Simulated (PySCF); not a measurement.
Species: C₂H₆OS₂Si.
SMILES: `C1O[SiH2]SCS1`

Jobs on this species (12 atoms, 72 electrons) with PySCF (density fitting). Hardware of each: one thread of an Arm Neoverse V2 (shared host). The host was shared with other jobs, so the times are rough. Peak memory is the resident size of the whole Python process, interpreter and libraries included.

| level and settings | work | basis functions | SCF cycles | wall time | peak memory |
| --- | --- | --- | --- | --- | --- |
| delta-SCF UKS HF, pcX-2 on the ionised atom, pcseg-1 elsewhere, spin-free X2C | ΔSCF core ionisation, 9 holes | 168 | ? | ? | ? |
| delta-SCF UKS B3LYP, pcX-2 on the ionised atom, pcseg-1 elsewhere, spin-free X2C | ΔSCF core ionisation, 9 holes | 168 | ? | ? | ? |
| delta-SCF UKS PBE, pcX-2 on the ionised atom, pcseg-1 elsewhere, spin-free X2C | ΔSCF core ionisation, 9 holes | 168 | 138 | 36 s | 0.63 GiB |
| delta-SCF UKS SCAN, pcX-2 on the ionised atom, pcseg-1 elsewhere, spin-free X2C | ΔSCF core ionisation, 9 holes | 168 | 140 | 60 s | 0.71 GiB |
| delta-SCF UKS SCAN, pcX-2 on the ionised atom, pcseg-1 elsewhere, non-relativistic | ΔSCF core ionisation, 9 holes | 168 | 139 | 56 s | 0.63 GiB |
| delta-SCF UKS SCAN, pcX-1 on the ionised atom, pcseg-1 elsewhere, spin-free X2C | ΔSCF core ionisation, 9 holes | 148 | 139 | 49 s | 0.52 GiB |
| PBE0-D3(BJ)/def2-SVP, grid level 1 | geometry optimisation from a GFN2-xTB start shaken at random | 126 | 52 | 50 s | 0.50 GiB |
| delta-SCF UKS PBE0, pcX-2 on the ionised atom, pcseg-1 elsewhere, spin-free X2C | ΔSCF core ionisation, 9 holes | 168 | 123 | 79 s | 0.74 GiB |
| delta-SCF UKS SCAN, def2-TZVP on the ionised atom, pcseg-1 elsewhere, spin-free X2C | ΔSCF core ionisation, 9 holes | 145 | 139 | 55 s | 0.52 GiB |

Fill in the missing figures.

- delta-SCF UKS HF, pcX-2 on the ionised atom, pcseg-1 elsewhere, spin-free X2C; ΔSCF core ionisation, 9 holes: 52 s, 0.71 GiB, 117 SCF cycles
- delta-SCF UKS B3LYP, pcX-2 on the ionised atom, pcseg-1 elsewhere, spin-free X2C; ΔSCF core ionisation, 9 holes: 84 s, 0.83 GiB, 129 SCF cycles

What do all jobs in the table cost together?

About 8.7 min; the longest takes about 16 % of that, and about 2.3 times as long as the shortest.
